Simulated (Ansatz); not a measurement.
Computed with B3LYP-D3(BJ)/def2-SVP (Ansatz, an electronic-structure program). No frequencies were computed at this level.

Ansatz 0.2 input:
```yaml
crystal:
  periodic: [false, false, false]
  atoms:
    - { symbol: C, position_ang: [-1.252321, 1.650251, -0.178565] }
    - { symbol: C, position_ang: [-0.879341, 0.224566, 0.229487] }
    - { symbol: C, position_ang: [0.601972, 0.10009, 0.617281] }
    - { symbol: C, position_ang: [0.829897, -1.06896, 1.576691] }
    - { symbol: Si, position_ang: [1.835516, 0.008502, -0.84902] }
    - { symbol: C, position_ang: [-1.286312, -0.707428, -0.899688] }
    - { symbol: F, position_ang: [-0.92628, -1.985863, -0.711126] }
    - { symbol: F, position_ang: [-0.77839, -0.351054, -2.091522] }
    - { symbol: F, position_ang: [-2.623415, -0.726883, -1.061734] }
    - { symbol: H, position_ang: [-1.085078, 2.327339, 0.6548] }
    - { symbol: H, position_ang: [-2.301038, 1.706488, -0.4636] }
    - { symbol: H, position_ang: [-0.645166, 1.975618, -1.019609] }
    - { symbol: H, position_ang: [-1.500915, -0.073553, 1.085021] }
    - { symbol: H, position_ang: [0.83175, 1.01434, 1.176449] }
    - { symbol: H, position_ang: [0.62025, -2.022927, 1.101196] }
    - { symbol: H, position_ang: [0.193374, -0.980107, 2.457361] }
    - { symbol: H, position_ang: [1.865137, -1.079693, 1.90938] }
    - { symbol: H, position_ang: [3.159895, 0.175687, -0.245281] }
    - { symbol: H, position_ang: [1.751345, -1.291833, -1.504252] }
    - { symbol: H, position_ang: [1.589118, 1.105423, -1.78327] }
basis:
  gaussian: { orbitals: def2-svp }
hamiltonian:
  xc: b3lyp
  dispersion: d3bj
relax:
  max_steps: 150
```

Output:

```
Functional definition: B3LYP
2036 factors; integrals over basis functions are off by at most 4.7e-4 eV
mean field evaluation 1: about -21370.2242 eV, gradient 6.9e1 eV
mean field evaluation 2: about -21363.7293 eV, gradient 8.7e1 eV
mean field evaluation 4: about -21381.0504 eV, gradient 3.5e0 eV
mean field evaluation 8: about -21381.1249 eV, gradient 1.9e-1 eV
mean field evaluation 16: about -21381.1250 eV, gradient 2.8e-5 eV
mean field -21381.12500080 eV, -785.7418511322 hartree, gradient 4.4e-6 eV, S^2 0.000000; 0 other end points of the search recorded, 0 dependent functions left out
reference -21381.12528176 eV, -785.7418614576 hartree; 41, 41 occupied and 144, 144 virtual orbitals, 2036 factors
relax step   1: F+E_penalty+E_count = -21382.03691010 eV  Δ(F+E_penalty+E_count) = +0.000e0 eV  max|allowed force component| = 6.815e-1 eV/Å  Δτ_max = 0.0000 Å  (28 SCF iters, accepted)
these checks for a lower state are left out or cut short: starts, cluster_reference, orbital_swaps, neighbouring_geometries, increment
2036 factors; integrals over basis functions are off by at most 5.3e-4 eV
mean field -21381.23548887 eV, -785.7459114941 hartree, gradient 1.3e-5 eV, S^2 0.000000; 0 other end points of the search recorded, 0 dependent functions left out
reference -21381.23577121 eV, -785.7459218699 hartree; 41, 41 occupied and 144, 144 virtual orbitals, 2036 factors
relax step   2: F+E_penalty+E_count = -21382.12923508 eV  Δ(F+E_penalty+E_count) = -9.232e-2 eV  max|allowed force component| = 2.739e-1 eV/Å  Δτ_max = 0.1107 Å  (29 SCF iters, accepted)
these checks for a lower state are left out or cut short: starts, cluster_reference, orbital_swaps, neighbouring_geometries, increment
2036 factors; integrals over basis functions are off by at most 5.2e-4 eV
mean field evaluation 32: about -21381.2456 eV, gradient 1.3e-5 eV
mean field -21381.24559225 eV, -785.7462827862 hartree, gradient 1.3e-5 eV, S^2 0.000000; 0 other end points of the search recorded, 0 dependent functions left out
reference -21381.24587483 eV, -785.7462931711 hartree; 41, 41 occupied and 144, 144 virtual orbitals, 2036 factors
relax step   3: F+E_penalty+E_count = -21382.14063877 eV  Δ(F+E_penalty+E_count) = -1.140e-2 eV  max|allowed force component| = 8.326e-2 eV/Å  Δτ_max = 0.0380 Å  (29 SCF iters, accepted)
these checks for a lower state are left out or cut short: starts, cluster_reference, orbital_swaps, neighbouring_geometries, increment
2036 factors; integrals over basis functions are off by at most 5.2e-4 eV
mean field -21381.24788198 eV, -785.7463669324 hartree, gradient 1.3e-5 eV, S^2 0.000000; 0 other end points of the search recorded, 0 dependent functions left out
reference -21381.24816407 eV, -785.7463772990 hartree; 41, 41 occupied and 144, 144 virtual orbitals, 2036 factors
relax step   4: F+E_penalty+E_count = -21382.14294348 eV  Δ(F+E_penalty+E_count) = -2.305e-3 eV  max|allowed force component| = 4.853e-2 eV/Å  Δτ_max = 0.0308 Å  (28 SCF iters, accepted)
these checks for a lower state are left out or cut short: starts, cluster_reference, orbital_swaps, neighbouring_geometries, increment
2036 factors; integrals over basis functions are off by at most 5.1e-4 eV
mean field -21381.25129028 eV, -785.7464921850 hartree, gradient 1.5e-5 eV, S^2 0.000000; 0 other end points of the search recorded, 0 dependent functions left out
reference -21381.25157111 eV, -785.7465025055 hartree; 41, 41 occupied and 144, 144 virtual orbitals, 2036 factors
relax step   5: F+E_penalty+E_count = -21382.14641944 eV  Δ(F+E_penalty+E_count) = -3.476e-3 eV  max|allowed force component| = 1.055e-1 eV/Å  Δτ_max = 0.0949 Å  (28 SCF iters, accepted)
these checks for a lower state are left out or cut short: starts, cluster_reference, orbital_swaps, neighbouring_geometries, increment
2036 factors; integrals over basis functions are off by at most 5.0e-4 eV
mean field -21381.25281134 eV, -785.7465480830 hartree, gradient 1.4e-5 eV, S^2 0.000000; 0 other end points of the search recorded, 0 dependent functions left out
reference -21381.25309183 eV, -785.7465583911 hartree; 41, 41 occupied and 144, 144 virtual orbitals, 2036 factors
relax step   6: F+E_penalty+E_count = -21382.14807010 eV  Δ(F+E_penalty+E_count) = -1.651e-3 eV  max|allowed force component| = 4.683e-2 eV/Å  Δτ_max = 0.0484 Å  (28 SCF iters, accepted)
these checks for a lower state are left out or cut short: starts, cluster_reference, orbital_swaps, neighbouring_geometries, increment
2036 factors; integrals over basis functions are off by at most 5.0e-4 eV
mean field -21381.25351661 eV, -785.7465740013 hartree, gradient 1.3e-5 eV, S^2 0.000000; 0 other end points of the search recorded, 0 dependent functions left out
reference -21381.25379671 eV, -785.7465842948 hartree; 41, 41 occupied and 144, 144 virtual orbitals, 2036 factors
relax step   7: F+E_penalty+E_count = -21382.14872460 eV  Δ(F+E_penalty+E_count) = -6.545e-4 eV  max|allowed force component| = 2.204e-2 eV/Å  Δτ_max = 0.0477 Å  (29 SCF iters, accepted)
these checks for a lower state are left out or cut short: starts, cluster_reference, orbital_swaps, neighbouring_geometries, increment
2036 factors; integrals over basis functions are off by at most 5.0e-4 eV
mean field evaluation 64: about -21381.2537 eV, gradient 4.6e-5 eV
mean field -21381.25366923 eV, -785.7465796099 hartree, gradient 1.3e-5 eV, S^2 0.000000; 0 other end points of the search recorded, 0 dependent functions left out
reference -21381.25394914 eV, -785.7465898963 hartree; 41, 41 occupied and 144, 144 virtual orbitals, 2036 factors
relax step   8: F+E_penalty+E_count = -21382.14883083 eV  Δ(F+E_penalty+E_count) = -1.062e-4 eV  max|allowed force component| = 1.141e-2 eV/Å  Δτ_max = 0.0260 Å  (28 SCF iters, accepted)
these checks for a lower state are left out or cut short: starts, cluster_reference, orbital_swaps, neighbouring_geometries, increment
2036 factors; integrals over basis functions are off by at most 5.0e-4 eV
mean field -21381.25368595 eV, -785.7465802245 hartree, gradient 2.5e-5 eV, S^2 0.000000; 0 other end points of the search recorded, 0 dependent functions left out
reference -21381.25396585 eV, -785.7465905106 hartree; 41, 41 occupied and 144, 144 virtual orbitals, 2036 factors
relax step   9: F+E_penalty+E_count = -21382.14884656 eV  Δ(F+E_penalty+E_count) = -1.572e-5 eV  max|allowed force component| = 7.487e-3 eV/Å  Δτ_max = 0.0070 Å  (21 SCF iters, accepted)
2036 factors; integrals over basis functions are off by at most 5.0e-4 eV
mean field -21381.25368595 eV, -785.7465802245 hartree, gradient 2.5e-5 eV, S^2 0.000000; 1 other end points of the search recorded, 0 dependent functions left out
reference -21381.25396585 eV, -785.7465905106 hartree; 41, 41 occupied and 144, 144 virtual orbitals, 2036 factors
Total energy: -21382.14912646 eV, -785.7794870561 hartree
Atom 0 at    -1.235535     1.664692    -0.239424 Å, force    -0.000028     0.000960     0.000566 eV/Å
Atom 1 at    -0.906599     0.237122     0.213628 Å, force     0.002328     0.000854    -0.002427 eV/Å
Atom 2 at     0.582157     0.065815     0.603960 Å, force     0.001986    -0.001997     0.003580 eV/Å
Atom 3 at     0.849042    -1.145635     1.515550 Å, force    -0.000371    -0.000399     0.002889 eV/Å
Atom 4 at     1.880092     0.108979    -0.802929 Å, force    -0.004497     0.005248    -0.007487 eV/Å
Atom 5 at    -1.392708    -0.757921    -0.830069 Å, force     0.004374    -0.001675    -0.005239 eV/Å
Atom 6 at    -1.180567    -2.036168    -0.467465 Å, force    -0.001012     0.002675    -0.000593 eV/Å
Atom 7 at    -0.775743    -0.579109    -2.019833 Å, force    -0.002131    -0.000183     0.002234 eV/Å
Atom 8 at    -2.713335    -0.629779    -1.052580 Å, force    -0.001687     0.000031     0.000249 eV/Å
Atom 9 at    -0.976385     2.377980     0.556460 Å, force    -0.000124    -0.000695    -0.001314 eV/Å
Atom 10 at    -2.305977     1.773090    -0.463050 Å, force     0.000469    -0.000463    -0.000064 eV/Å
Atom 11 at    -0.668084     1.937771    -1.140954 Å, force    -0.000450    -0.001099     0.000824 eV/Å
Atom 12 at    -1.514501     0.008902     1.107427 Å, force     0.001871    -0.000114     0.000727 eV/Å
Atom 13 at     0.820974     0.970746     1.191430 Å, force     0.000316     0.000547     0.000990 eV/Å
Atom 14 at     0.713539    -2.099157     0.986560 Å, force     0.000347     0.000821     0.000456 eV/Å
Atom 15 at     0.165033    -1.146891     2.381391 Å, force     0.000937    -0.000071    -0.000626 eV/Å
Atom 16 at     1.878050    -1.122235     1.907832 Å, force    -0.000204    -0.000346     0.000444 eV/Å
Atom 17 at     3.203902     0.330712    -0.147737 Å, force    -0.001409    -0.004345     0.004295 eV/Å
Atom 18 at     1.931560    -1.184298    -1.538827 Å, force     0.001589    -0.001049     0.002018 eV/Å
Atom 19 at     1.645082     1.225387    -1.761370 Å, force    -0.002302     0.001301    -0.001523 eV/Å
Dipole moment:     0.025610     0.273790     0.371533 e Å
```

Cost: very roughly 2.1 core-minutes.
